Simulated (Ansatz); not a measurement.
System: C$_{6}$H$_{11}$ (charge 0, doublet). It need not be the lowest isomer of its formula. 
Structure (B3LYP-D3(BJ)/def2-TZVP (Ansatz, a first-principles code) minimum search):
SMILES: CC/[C]=C\CC
```xyz
17

C      2.8743    -0.0978    -0.0176
C      1.5554     0.1454    -0.7622
C      0.5412     0.8202     0.0573
C     -0.6308     0.6158     0.6000
C     -1.4549    -0.6500     0.4751
C     -2.7985    -0.3999    -0.2128
H      2.7118    -0.7237     0.8608
H      3.5965    -0.5958    -0.6667
H      3.3079     0.8450     0.3180
H      1.7498     0.7375    -1.6624
H      1.1516    -0.8164    -1.1155
H     -1.0924     1.4116     1.1849
H     -1.6314    -1.0537     1.4776
H     -0.8900    -1.4072    -0.0723
H     -3.3795     0.3521     0.3257
H     -2.6512    -0.0379    -1.2318
H     -3.3934    -1.3145    -0.2573
```
Charge 0, spin multiplicity 2.

Property: atomisation energy (electronic, to ground-state atoms), in kJ/mol. Valence correlation only, unless marked. Open shells are spin-unrestricted. No spin-orbit coupling. No relativistic terms. The coupled-cluster limit lacks core correlation, which all-electron functionals hold. Basis-set limits of correlation are two-point, X^-3; Hartree-Fock from the larger set. The bracket is a focal-point correction in the basis named.

The UHF reference is spin-contaminated (<S^2> 0.15 over the pure value in the largest basis). 

| level | program | atomisation energy (kJ/mol) |
|---|---|---|
| revPBE-D4/def2-TZVPD | Ansatz + dftd4 | 6826.7 |
| PBE0/def2-QZVPP | Ansatz | ___ |
| BHLYP-D4/def2-TZVPD | Ansatz + dftd4 | 6676.0 |
| B2GP-PLYP-D3(BJ)/def2-TZVPD | Ansatz + dftd3 | ___ |
| CCSD/6-31G* | Ansatz | ___ |
| RI-MP2/CBS(cc-pVTZ,cc-pVQZ)+[CCSD(T)-MP2]/cc-pVTZ | Ansatz | 6810.7 |

Problem. What belongs in the gaps?

Solution. 
- PBE0/def2-QZVPP, atomisation energy (kJ/mol): 6869.6
- B2GP-PLYP-D3(BJ)/def2-TZVPD, atomisation energy (kJ/mol): 6744.5
- CCSD/6-31G*, atomisation energy (kJ/mol): 6217.2
